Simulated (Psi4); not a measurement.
C₂H₈N₂, charge -1, sextet, at the geometry of the source list (a state made from the parent by changing its charge; the spin is typed, not shown lowest) (a gas-phase anion, which may not be bound at this level); MP2/cc-pVDZ (Psi4).

Psi4 was given this input:
```
memory 2 GB

molecule mol {
-1 6
N     1.819500    0.328300   -0.228500
C     0.588700    0.066600    0.496300
C    -0.529300   -0.287200   -0.484300
N    -1.745000   -0.605000    0.243500
H     2.576000    0.527300    0.415600
H     1.706800    1.135100   -0.834500
H     0.256200    0.916000    1.120300
H     0.757800   -0.785600    1.157900
H    -0.231400   -1.171200   -1.052100
H    -0.649700    0.546800   -1.199400
H    -2.481900   -0.877200   -0.396700
H    -2.067500    0.206100    0.762000
}

set {
  basis cc-pvdz
  reference uhf
}

energy('mp2')
print_variables()
```

The log (banner, timings and long lists left out):

```
    SCF Algorithm Type (re)set to DF.

   => Loading Basis Set <=

    Name: CC-PVDZ
    Role: ORBITAL
    Keyword: BASIS

         ---------------------------------------------------------
                                   SCF
               by Justin Turney, Rob Parrish, Andy Simmonett
                          and Daniel G. A. Smith
                              UHF Reference
         ---------------------------------------------------------

  ==> Geometry <==

    Molecular point group: c1
    Full point group: C1

    Geometry (in Angstrom), charge = -1, multiplicity = 6:

       Center              X                  Y                   Z               Mass
    ------------   -----------------  -----------------  -----------------  -----------------
         N            1.792509545674     0.428529476429    -0.233942690686    14.003074004430
         C            0.561709545674     0.166829476429     0.490857309314    12.000000000000
         C           -0.556290454326    -0.186970523571    -0.489742690686    12.000000000000
         N           -1.771990454326    -0.504770523571     0.238057309314    14.003074004430
         H            2.549009545674     0.627529476429     0.410157309314     1.007825032230
         H            1.679809545674     1.235329476429    -0.839942690686     1.007825032230
         H            0.229209545674     1.016229476429     1.114857309314     1.007825032230
         H            0.730809545674    -0.685370523571     1.152457309314     1.007825032230
         H           -0.258390454326    -1.070970523571    -1.057542690686     1.007825032230
         H           -0.676690454326     0.647029476429    -1.204842690686     1.007825032230
         H           -2.508890454326    -0.776970523571    -0.402142690686     1.007825032230
         H           -2.094490454326     0.306329476429     0.756557309314     1.007825032230

  Running in c1 symmetry.

  Rotational constants: A =      0.90955  B =      0.12920  C =      0.12043 [cm^-1]
  Rotational constants: A =  27267.48123  B =   3873.36286  C =   3610.46542 [MHz]
  Nuclear repulsion =  132.437495967632259

  Charge       = -1
  Multiplicity = 6
  Electrons    = 35
  Nalpha       = 20
  Nbeta        = 15

  ==> Algorithm <==

  SCF Algorithm Type is DF.
  DIIS enabled.
  MOM disabled.
  Fractional occupation disabled.
  Guess Type is SAD.
  Energy threshold   = 1.00e-08
  Density threshold  = 1.00e-08
  Integral threshold = 1.00e-12

  ==> Primary Basis <==

[...]
   @DF-UHF iter  89:  -188.67337824888759    9.93447e-05   8.24078e-05 DIIS
   @DF-UHF iter  90:  -188.67323520190126    1.43047e-04   7.59176e-05 DIIS
   @DF-UHF iter  91:  -188.67329538606322   -6.01842e-05   7.67159e-05 DIIS
   @DF-UHF iter  92:  -188.67409465790107   -7.99272e-04   9.81863e-05 DIIS
   @DF-UHF iter  93:  -188.67390335876229    1.91299e-04   9.19355e-05 DIIS
   @DF-UHF iter  94:  -188.67493121731886   -1.02786e-03   1.25314e-04 ADIIS/DIIS
   @DF-UHF iter  95:  -188.67492308509389    8.13222e-06   1.26149e-04 ADIIS/DIIS
   @DF-UHF iter  96:  -188.67162970343313    3.29338e-03   5.77044e-05 DIIS
   @DF-UHF iter  97:  -188.67198831507989   -3.58612e-04   3.41157e-05 DIIS
   @DF-UHF iter  98:  -188.67232109469154   -3.32780e-04   5.42093e-05 DIIS
   @DF-UHF iter  99:  -188.67223638861077    8.47061e-05   5.15740e-05 DIIS
   @DF-UHF iter 100:  -188.67254252854946   -3.06140e-04   5.86147e-05 DIIS

PsiException: Could not converge SCF iterations in 100 iterations.

  Failed to converge.

Traceback (most recent call last):
  File "psi4", line 375, in <module>
  File "<string>", line 33, in <module>
  File "site-packages/psi4/driver/driver.py", line 533, in energy
  File "site-packages/psi4/driver/procrouting/proc.py", line 167, in select_mp2
  File "site-packages/psi4/driver/procrouting/proc.py", line 4366, in run_dfmp2
  File "site-packages/psi4/driver/procrouting/proc.py", line 2047, in scf_helper
  File "site-packages/psi4/driver/procrouting/scf_proc/scf_iterator.py", line 93, in scf_compute_energy
  File "site-packages/psi4/driver/procrouting/scf_proc/scf_iterator.py", line 86, in scf_compute_energy
  File "site-packages/psi4/driver/procrouting/scf_proc/scf_iterator.py", line 609, in scf_iterate

psi4.driver.p4util.exceptions.SCFConvergenceError: Could not converge SCF iterations in 100 iterations.

Printing out the relevant lines from the Psithon --> Python processed input file:
    H    -2.067500    0.206100    0.762000
    ""","mol")
    core.IO.set_default_namespace("mol")
    core.set_global_option("BASIS", "cc-pvdz")
    core.set_global_option("REFERENCE", "uhf")
--> energy('mp2')
    print_variables()

!-------------------------------------------------------!
!                                                       !
!  Could not converge SCF iterations in 100 iterations. !
!                                                       !
!-------------------------------------------------------!
```

Convergence was not reached.
